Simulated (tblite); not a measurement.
Species: C₅H₁₂BP.
Numbering: `[BH3-:1][P+:2]1([CH2:3][CH:4]=[CH2:5])[CH2:6][CH2:7]1` (hydrogens: H8, H9, H10 on B1; H11, H12 on C3; H13 on C4; H14, H15 on C5; H16, H17 on C6; H18, H19 on C7)
Bond orders are those of one Lewis drawing.

Computed with GFN2-xTB (tblite), gas phase: L-BFGS steps from a force-field or distance-geometry start until the largest atomic force falls under 0.01 eV/Å.

Step 12: E = -557.9106 eV
```
atom  x, y, z in Å  |  force x, y, z in eV/Å
B1     -1.5075    2.0294    1.0568   -0.081   0.154   0.061
P2     -0.7129    0.4552    0.2705   -0.017   0.052   0.050
C3      1.0561    0.5667   -0.3065   -0.162   0.061  -0.032
C4      1.8246   -0.6867   -0.5234   -0.037   0.085  -0.028
C5      2.9222   -0.9701    0.1556   -0.005  -0.040   0.022
C6     -1.7117   -0.7565   -0.6570    0.051   0.094  -0.086
C7     -1.2107   -1.2442    0.6982    0.023  -0.014   0.059
H8     -2.4159    1.6155    1.6956   -0.056  -0.057   0.063
H9     -1.8509    2.7172    0.1549    0.009   0.021  -0.151
H10    -0.6398    2.5274    1.6941    0.055  -0.018   0.114
H11     0.9967    1.1658   -1.2231    0.081  -0.032  -0.024
H12     1.5195    1.1871    0.4707    0.053  -0.055  -0.110
H13     1.4486   -1.3333   -1.3064    0.049  -0.092   0.099
H14     3.4981   -1.8671    0.0188   -0.054  -0.091  -0.147
H15     3.3088   -0.2955    0.9002   -0.053   0.049   0.081
H16    -2.7607   -0.4973   -0.7418    0.006  -0.074   0.076
H17    -1.3415   -1.2429   -1.5482    0.134  -0.031   0.030
H18    -0.4988   -2.0575    0.7142    0.089   0.057  -0.063
H19    -1.9343   -1.3040    1.4997   -0.084  -0.067  -0.014
```

Step 13: E = -557.9189 eV
```
atom  x, y, z in Å  |  force x, y, z in eV/Å
B1     -1.5144    2.0400    1.0590   -0.039   0.087   0.068
P2     -0.7133    0.4566    0.2772   -0.161   0.115   0.033
C3      1.0493    0.5617   -0.3055   -0.061   0.100  -0.072
C4      1.8233   -0.6868   -0.5211   -0.029  -0.003  -0.011
C5      2.9202   -0.9752    0.1561    0.032  -0.031   0.027
C6     -1.7089   -0.7601   -0.6552    0.074   0.205  -0.144
C7     -1.2082   -1.2444    0.6948    0.053  -0.033   0.144
H8     -2.4216    1.6259    1.6975   -0.077  -0.072   0.062
H9     -1.8541    2.7292    0.1588    0.014   0.017  -0.170
H10    -0.6474    2.5304    1.7017    0.071   0.001   0.111
H11     0.9908    1.1516   -1.2276    0.060  -0.004  -0.033
H12     1.5191    1.1876    0.4618    0.054  -0.029  -0.073
H13     1.4523   -1.3353   -1.3027    0.008  -0.119   0.043
H14     3.4968   -1.8722    0.0110   -0.081  -0.044  -0.130
H15     3.3081   -0.3023    0.9013   -0.041   0.039   0.093
H16    -2.7585   -0.5056   -0.7438    0.006  -0.078   0.071
H17    -1.3266   -1.2353   -1.5463    0.120  -0.053  -0.002
H18    -0.4857   -2.0456    0.7120    0.117  -0.016  -0.056
H19    -1.9312   -1.3107    1.4938   -0.120  -0.081   0.039
```

Step 14: E = -557.9297 eV
```
atom  x, y, z in Å  |  force x, y, z in eV/Å
B1     -1.5249    2.0566    1.0638    0.006   0.009   0.069
P2     -0.7172    0.4608    0.2871   -0.268   0.165   0.007
C3      1.0387    0.5558   -0.3051    0.081   0.109  -0.104
C4      1.8210   -0.6874   -0.5179   -0.025  -0.115   0.022
C5      2.9178   -0.9828    0.1573    0.046   0.002   0.022
C6     -1.7030   -0.7613   -0.6552    0.098   0.260  -0.141
C7     -1.2036   -1.2447    0.6924    0.072  -0.031   0.180
H8     -2.4316    1.6392    1.7012   -0.081  -0.065   0.040
H9     -1.8582    2.7464    0.1612    0.030  -0.007  -0.143
H10    -0.6566    2.5350    1.7145    0.060   0.020   0.086
H11     0.9834    1.1319   -1.2352    0.023   0.038  -0.050
H12     1.5195    1.1880    0.4482    0.047   0.013  -0.025
H13     1.4574   -1.3402   -1.2971   -0.041  -0.135  -0.020
H14     3.4938   -1.8804   -0.0020   -0.115   0.034  -0.090
H15     3.3065   -0.3116    0.9046   -0.026   0.000   0.086
H16    -2.7551   -0.5188   -0.7455    0.019  -0.080   0.049
H17    -1.3036   -1.2256   -1.5442    0.086  -0.052  -0.021
H18    -0.4651   -2.0297    0.7081    0.114  -0.067  -0.036
H19    -1.9290   -1.3220    1.4868   -0.126  -0.100   0.068
```

Step 15: E = -557.9411 eV
```
atom  x, y, z in Å  |  force x, y, z in eV/Å
B1     -1.5376    2.0769    1.0708    0.033  -0.048   0.062
P2     -0.7261    0.4686    0.2985   -0.243   0.165  -0.032
C3      1.0273    0.5501   -0.3061    0.181   0.083  -0.103
C4      1.8178   -0.6904   -0.5136   -0.044  -0.186   0.050
C5      2.9155   -0.9914    0.1589    0.024   0.045   0.004
C6     -1.6937   -0.7583   -0.6571    0.103   0.214  -0.067
C7     -1.1968   -1.2449    0.6921    0.070   0.003   0.143
H8     -2.4452    1.6541    1.7062   -0.065  -0.037   0.002
H9     -1.8626    2.7669    0.1620    0.054  -0.050  -0.069
H10    -0.6664    2.5411    1.7311    0.023   0.031   0.043
H11     0.9745    1.1091   -1.2456   -0.015   0.077  -0.062
H12     1.5206    1.1890    0.4317    0.033   0.052   0.013
H13     1.4623   -1.3483   -1.2912   -0.083  -0.130  -0.061
H14     3.4886   -1.8899   -0.0187   -0.130   0.107  -0.032
H15     3.3045   -0.3229    0.9100   -0.010  -0.049   0.062
H16    -2.7509   -0.5362   -0.7470    0.053  -0.077   0.010
H17    -1.2748   -1.2146   -1.5423    0.035  -0.019  -0.012
H18    -0.4384   -2.0121    0.7032    0.061  -0.063  -0.004
H19    -1.9284   -1.3376    1.4801   -0.081  -0.118   0.051
```

Question: Estimate the geometry and energy of step 16. (The exact step hangs on the optimiser's Hessian estimate; all steps are aligned on step 15, rigid shifts and turns removed.)

Answer: E = -557.9491 eV, largest force 0.187 eV/Å
```
atom  x, y, z in Å  |  force x, y, z in eV/Å
B1     -1.5465    2.0913    1.0771    0.033  -0.065   0.047
P2     -0.7358    0.4771    0.3060   -0.092   0.115  -0.058
C3      1.0213    0.5473   -0.3083    0.163   0.036  -0.068
C4      1.8141   -0.6955   -0.5097   -0.079  -0.162   0.049
C5      2.9139   -0.9968    0.1601   -0.024   0.069  -0.014
C6     -1.6848   -0.7524   -0.6594    0.082   0.094   0.024
C7     -1.1906   -1.2446    0.6940    0.048   0.058   0.061
H8     -2.4565    1.6644    1.7099   -0.042  -0.006  -0.031
H9     -1.8648    2.7808    0.1613    0.073  -0.086   0.009
H10    -0.6733    2.5461    1.7442   -0.014   0.033   0.006
H11     0.9678    1.0938   -1.2545   -0.029   0.090  -0.057
H12     1.5223    1.1906    0.4196    0.024   0.067   0.022
H13     1.4645   -1.3569   -1.2877   -0.099  -0.103  -0.056
H14     3.4825   -1.8953   -0.0318   -0.105   0.120   0.014
H15     3.3028   -0.3320    0.9153   -0.001  -0.076   0.037
H16    -2.7468   -0.5504   -0.7479    0.085  -0.067  -0.022
H17    -1.2527   -1.2068   -1.5409   -0.006   0.023   0.009
H18    -0.4176   -2.0001    0.6994   -0.008  -0.020   0.026
H19    -1.9296   -1.3514    1.4760   -0.009  -0.121   0.002
```

The energy changes by -0.0080 eV. The first-order estimate −F·Δx gives -0.0116 eV and the mean of the old and new forces, exact on a quadratic surface, -0.0080 eV. The step makes an angle of 73° with the force vector and moves no atom by more than 0.024 Å.

The cost below is that of the whole relaxation. Time: 1.1 s wall. Hardware: an Arm Neoverse V2 with one thread, shared host.
